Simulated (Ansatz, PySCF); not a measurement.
Spin states of F2Ru (SMILES [F][Ru][F]), each relaxed with B3LYP-D3(BJ)/def2-TZVP.
State 1 (charge 0, multiplicity 5):
| atom | x (Å) | y (Å) | z (Å) |
|---|---|---|---|
| Ru | -0.0106 | 0.0161 | -0.0231 |
| F | -0.2406 | 1.4073 | -1.2643 |
| F | 0.2179 | -1.3761 | 1.2172 |
State 2 (charge 0, multiplicity 1):
```xyz
3

Ru     0.22816     0.17907     0.11555
F     -0.34777     1.25197    -1.26784
F      0.08635    -1.38378     1.08197
```

Singlets are restricted, other states unrestricted; no spin–orbit coupling, no relativity up to Kr; see below for the cores. The largest T1 diagnostic is 0.034.

Correlated levels freeze the inner cores; with def2 sets outer-core shells near the valence are correlated too.

Run with Ansatz (a quantum-chemistry and plane-wave program) with Gaussian orbitals; PySCF for the dispersion terms.  In def2 rows elements past Kr take small-core potentials, without spin–orbit coupling.

```csv
level,energy of the multiplicity-1 state less that of the multiplicity-5 state (kcal/mol)
PBE-D4/def2-TZVPP,42.32
B3LYP/def2-TZVPP,44.67
B3LYP-D3(BJ)/def2-TZVPP,44.66
B3LYP-D4/def2-TZVPP,44.65
BHLYP/def2-TZVPP,…
CAM-B3LYP-D4/def2-TZVPP,45.51
B2PLYP-D3(BJ)/def2-TZVPP,47.47
CCSD/def2-SVP,…
CCSD(T)/def2-TZVPP,47.92
```

**Question.** What belongs in the gaps?

**Answer.** 
- BHLYP/def2-TZVPP, energy of the multiplicity-1 state less that of the multiplicity-5 state (kcal/mol): 52.08
- CCSD/def2-SVP, energy of the multiplicity-1 state less that of the multiplicity-5 state (kcal/mol): 59.13

Doubts at one or more of the structures used: a restricted determinant that unrestricted orbitals would lower (B2PLYP-D3(BJ)/def2-TZVPP, CCSD/def2-SVP, CCSD(T)/def2-TZVPP).
